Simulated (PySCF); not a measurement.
C6H13OP.
Z-matrix (Å and degrees, PBE0-D3(BJ)/def2-SVP geometry), rows numbered from 1:
```
C 
C   1  1.3346
P   2  1.8097  1  118.24
C   3  1.8182  2  104.85  1   126.93
O   3  1.5001  2  112.95  1     2.14
C   3  1.8260  2  104.90  1  -121.68
C   6  1.5250  3  112.24  2   174.61
C   7  1.5204  6  112.93  3  -172.12
H   1  1.0958  2  119.40  3    -0.47
H   1  1.0943  2  122.17  3   179.68
H   2  1.0969  1  121.74  3  -179.72
H   4  1.1001  3  111.89  2    53.70
H   4  1.0993  3  107.97  2   -67.10
H   4  1.0998  3  109.16  2   175.16
H   6  1.1037  3  105.21  2    54.83
H   6  1.1042  3  109.82  2   -59.99
H   7  1.1039  6  109.73  3    65.31
H   7  1.1022  6  107.99  3   -49.72
H   8  1.1019  7  111.49  6   -60.14
H   8  1.1017  7  111.08  6    59.71
H   8  1.1007  7  111.33  6   179.61
```

Computed with PySCF at PBE0/pcSseg-1, non-relativistic, on one gas-phase PBE0-D3(BJ)/def2-SVP geometry that isn't relaxed in the solvent. The solvent is an IEF-PCM continuum (cavity from Bondi-type radii × 1.2). The model holds no explicit solvent molecules, cavitation or dispersion.

Gas phase at PBE0/pcSseg-1: HOMO -7.38 eV, LUMO -0.57 eV, dipole 3.82 D.

Task: What does the continuum do to the energy, the frontier levels and the dipole at PBE0/pcSseg-1 in chloroform and dichloromethane?

Result: 
```csv
solvent,ε,E(solvent) − E(gas) (kcal/mol),polarisation term (kcal/mol),distortion of the solute (kcal/mol),HOMO (eV),LUMO (eV),dipole (D)
chloroform,4.711,-6.81,-7.79,0.98,-7.61,-0.49,4.86
dichloromethane,8.93,-8.20,-9.69,1.49,-7.65,-0.48,5.12
```

Polarisation term: ½ Σ q·V over the induced surface charges. Distortion: the rise of the solute's own energy as its density leaves the gas-phase optimum. From chloroform to dichloromethane the lowering changes by a factor 1.20, Onsager's factor (ε − 1)/(2ε + 1) by 1.18 and ε itself by 1.9.

Task: Which radius a makes the point-dipole formula ΔE = −[(ε − 1)/(2ε + 1)]·μ²/a³ give the value in dichloromethane, with the gas-phase dipole?

Result: μ = 1.502 au and |ΔE| = 0.01306 Eh give a = 2.21 Å; the farthest nucleus lies 4.38 Å from the centroid of the nuclei, so such a sphere wouldn't even hold the nuclei. The formula assumes a rigid point dipole at the centre of a sphere.

Task: Which Hirshfeld charges (PBE0/pcSseg-1) respond most in chloroform (means over atoms taken as equivalent)?

Result: 
| atoms | environment | gas (e) | solvent (e) | change |
| --- | --- | --- | --- | --- |
| O5 | phosphoryl oxygen | -0.407 | -0.447 | -0.040 |
| H11 | vinylic hydrogen | +0.047 | +0.057 | +0.010 |
| H16 | methylene hydrogen | +0.041 | +0.049 | +0.008 |
| H18 | methylene hydrogen | +0.041 | +0.035 | -0.006 |
| H9 | vinylic hydrogen | +0.052 | +0.046 | -0.006 |
| H10 | vinylic hydrogen | +0.055 | +0.060 | +0.005 |
| H12/H13/H14 | methyl hydrogen | +0.053 | +0.058 | +0.005 |
| C1 | terminal =CH2 carbon | -0.066 | -0.071 | -0.005 |

Task: Which Mayer bond orders change most in chloroform?

Result: 
| bond | length (Å) | gas | solvent | change |
| --- | --- | --- | --- | --- |
| P3–O5 | 1.500 | 1.816 | 1.754 | -0.062 |
| P3–C4 | 1.818 | 0.972 | 0.990 | +0.018 |
| C2–P3 | 1.810 | 0.886 | 0.901 | +0.015 |
| P3–C6 | 1.826 | 0.914 | 0.927 | +0.013 |
| C1–C2 | 1.335 | 1.967 | 1.957 | -0.010 |
| C1–H9 | 1.096 | 0.936 | 0.941 | +0.005 |
| C4–H14 | 1.100 | 0.942 | 0.937 | -0.005 |
| C4–H13 | 1.099 | 0.948 | 0.944 | -0.004 |
